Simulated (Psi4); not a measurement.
F$_{2}$Mg, charge +1, doublet, at a GFN2-xTB geometry (such geometries of metal compounds can be far from the true shape) (a state made from the parent by changing its charge; the spin is typed, not shown lowest); CAM-B3LYP/aug-cc-pVDZ run with Psi4.

The Psi4 input:
```
memory 2 GB

molecule mol {
1 2
  Mg    0.020849   -0.002923   -0.007000
  F    -0.224165    1.320818   -1.172351
  F     0.196367   -1.316920    1.181684
}

set basis aug-cc-pvdz
set reference uks

energy('cam-b3lyp')
print_variables()
```

Question: Write the output that Psi4 gives for this input, abridged.

Answer: 
```
   => Loading Basis Set <=

    Name: AUG-CC-PVDZ
    Role: ORBITAL
    Keyword: BASIS

         ---------------------------------------------------------
                                   SCF
               by Justin Turney, Rob Parrish, Andy Simmonett
                          and Daniel G. A. Smith
                              UKS Reference
         ---------------------------------------------------------

  ==> Geometry <==

    Molecular point group: cs
    Full point group: Cs

    Geometry (in Angstrom), charge = 1, multiplicity = 2:

       Center              X                  Y                   Z               Mass
    ------------   -----------------  -----------------  -----------------  -----------------
         MG           0.002826840459    -0.022490839454     0.000000000000    23.985041697000
         F            1.764486039587     0.236201863585     0.000000000000    18.998403162730
         F           -1.768054859855    -0.207807702377     0.000000000000    18.998403162730

  Running in cs symmetry.

  Rotational constants: A =    838.53284  B =      0.14000  C =      0.13998 [cm^-1]
  Rotational constants: A = 25138582.20635  B =   4197.08938  C =   4196.38876 [MHz]
  Nuclear repulsion =   76.233995455161363

  Charge       = 1
  Multiplicity = 2
  Electrons    = 29
  Nalpha       = 15
  Nbeta        = 14

  ==> Algorithm <==

  SCF Algorithm Type is DF.
  DIIS enabled.
  MOM disabled.
  Fractional occupation disabled.
  Guess Type is SAD.
  Energy threshold   = 1.00e-06
  Density threshold  = 1.00e-06
  Integral threshold = 1.00e-12

  ==> Primary Basis <==

  Basis Set: AUG-CC-PVDZ
    Blend: AUG-CC-PVDZ
    Number of shells: 29
    Number of basis functions: 73
    Number of Cartesian functions: 79
    Spherical Harmonics?: true
    Max angular momentum: 2

  ==> DFT Potential <==

   => LibXC <=

    Version 7.1.2
    S. Lehtola, C. Steigemann, M. J. T. Oliveira, and M. A. L. Marques,  SoftwareX 7, 1–5 (2018) (10.1016/j.softx.2017.11.002)

   => Composite Functional: CAM-B3LYP <=

    CAM-B3LYP Hyb-GGA Exchange-Correlation Functional

    T. Yanai, D. P. Tew, and N. C. Handy,  Chem. Phys. Lett. 393, 51 (2004) (10.1016/j.cplett.2004.06.011)

    Deriv               =              1
    GGA                 =           TRUE
    Meta                =          FALSE

    Exchange Hybrid     =           TRUE
    MP2 Hybrid          =          FALSE

   => Exchange Functionals <=

    0.3500         Becke 88 [omega = 0.3300]
    0.4600   Short-range recipe for B88 functional - erf [omega = 0.3300]

   => Exact (HF) Exchange <=

    0.4600            HF,LR [omega = 0.3300]
    0.1900               HF

   => Correlation Functionals <=

    0.1900   Vosko, Wilk & Nusair (VWN5)
    0.8100   Lee, Yang & Parr

   => LibXC Density Thresholds  <==

    XC_HYB_GGA_XC_CAM_B3LYP:  1.00E-14

   => Molecular Quadrature <=

    Radial Scheme          =       TREUTLER
    Pruning Scheme         =           NONE
    Nuclear Scheme         =       TREUTLER

    Blocking Scheme        =         OCTREE
    BS radius alpha        =              1
    Pruning alpha          =              1
    Radial Points          =             75
    Spherical Points       =            302
    Total Points           =          66984
    Total Blocks           =            581
    Max Points             =            256
    Max Functions          =             73
    Weights Tolerance      =       1.00E-15

   => Loading Basis Set <=

    Name: (AUG-CC-PVDZ AUX)
    Role: JKFIT
    Keyword: DF_BASIS_SCF

  ==> Integral Setup <==

  SCF_SUBTYPE=INCORE selected. In-core MEM_DF algorithm will be used.
  Using in-core AOs.

  ==> MemDFJK: Density-Fitted J/K Matrices <==

    J tasked:                   Yes
    K tasked:                   Yes
    wK tasked:                  Yes
    Omega:                3.300E-01
    Algorithm:                 Core
    Schwarz Cutoff:           1E-12
    Mask sparsity (%):       3.5654
    Fitting Condition:        1E-10

   => Auxiliary Basis Set <=

  Basis Set: (AUG-CC-PVDZ AUX)
    Blend: AUG-CC-PVDZ-JKFIT + DEF2-UNIVERSAL-JKFIT
    Number of shells: 90
    Number of basis functions: 284
    Number of Cartesian functions: 339
    Spherical Harmonics?: true
    Max angular momentum: 4

  Minimum eigenvalue in the overlap matrix is 2.1021561950E-03.
  Reciprocal condition number of the overlap matrix is 4.7751709274E-04.
    Using symmetric orthogonalization.

  ==> Pre-Iterations <==

  SCF Guess: Superposition of Atomic Densities via on-the-fly atomic UHF (no occupation information).

   -------------------------
    Irrep   Nso     Nmo
   -------------------------
     A'        51      51
     A"        22      22
   -------------------------
    Total      73      73
   -------------------------

  ==> Iterations <==

                           Total Energy        Delta E     RMS |[F,P]|

   @DF-UKS iter SAD:  -398.84844610500807   -3.98848e+02   0.00000e+00
   @DF-UKS iter   1:  -399.34416006507286   -4.95714e-01   6.71160e-03 ADIIS/DIIS
   @DF-UKS iter   2:  -399.33329568168784    1.08644e-02   8.11150e-03 ADIIS/DIIS
   @DF-UKS iter   3:  -399.39592617522925   -6.26305e-02   2.22598e-04 ADIIS/DIIS
   @DF-UKS iter   4:  -399.39606543492516   -1.39260e-04   5.11732e-05 DIIS
   @DF-UKS iter   5:  -399.39607409159271   -8.65667e-06   3.55673e-05 DIIS
   @DF-UKS iter   6:  -399.39607227020940    1.82138e-06   5.43924e-05 DIIS
   @DF-UKS iter   7:  -399.39607583429563   -3.56409e-06   2.02578e-06 DIIS
   @DF-UKS iter   8:  -399.39607584640783   -1.21122e-08   3.99944e-07 DIIS
  Energy and wave function converged.

  ==> Post-Iterations <==

   Electrons on quadrature grid:
      Nalpha   =   14.9999595551 ; deviation = -4.044e-05
      Nbeta    =   13.9999744176 ; deviation = -2.558e-05
      Ntotal   =   28.9999339727 ; deviation = -6.603e-05

   @Spin Contamination Metric:   1.018622988E-02
   @S^2 Expected:                7.500000000E-01
   @S^2 Observed:                7.601862299E-01
   @S   Expected:                5.000000000E-01
   @S   Observed:                5.000000000E-01

    Orbital Energies [Eh]
    ---------------------

    Alpha Occupied:

[...]
    Alpha Virtual:

[...]
      51Ap     4.436106

    Beta Occupied:

[...]
    Beta Virtual:

[...]
    Final Occupation by Irrep:
             Ap   App
    DOCC [    12,    2 ]
    SOCC [     0,    1 ]
    NA   [    12,    3 ]
    NB   [    12,    2 ]

  @DF-UKS Final Energy:  -399.39607584640783

   => Energetics <=

    Nuclear Repulsion Energy =             76.2339954551613630
    One-Electron Energy =                -702.1091843057532742
    Two-Electron Energy =                 254.4009063201665128
    DFT Exchange-Correlation Energy =     -27.9217933159824092
    Empirical Dispersion Energy =           0.0000000000000000
    VV10 Nonlocal Energy =                  0.0000000000000000
    Total Energy =                       -399.3960758464078253

  UHF NO Occupations:
  HONO-2 :   12 Ap 1.9998736
  HONO-1 :    2App 1.9953753
  HONO-0 :    3App 1.0000000
  LUNO+0 :    4App 0.0046247
  LUNO+1 :   13 Ap 0.0001264
  LUNO+2 :   14 Ap 0.0001114
  LUNO+3 :   15 Ap 0.0000800

Computation Completed

Properties will be evaluated at   0.000000,   0.000000,   0.000000 [a0]

Properties computed using the SCF density matrix

 Multipole Moments:

 ------------------------------------------------------------------------------------
     Multipole            Electronic (a.u.)      Nuclear  (a.u.)        Total (a.u.)
 ------------------------------------------------------------------------------------

 L = 1.  Multiply by 2.5417464519 to convert [e a0] to [Debye]
 Dipole X            :          0.0072805            0.0034066            0.0106871
 Dipole Y            :         -0.0579147           -0.0271036           -0.0850183
 Dipole Z            :          0.0000000            0.0000000            0.0000000
 Magnitude           :                                                    0.0856874

 ------------------------------------------------------------------------------------

  Variable Map:
  ----------------------------------------------------------------------------
[...]
  Array Variable Map:
  ----------------------------------------------------------------------------
[...]
[...]
```
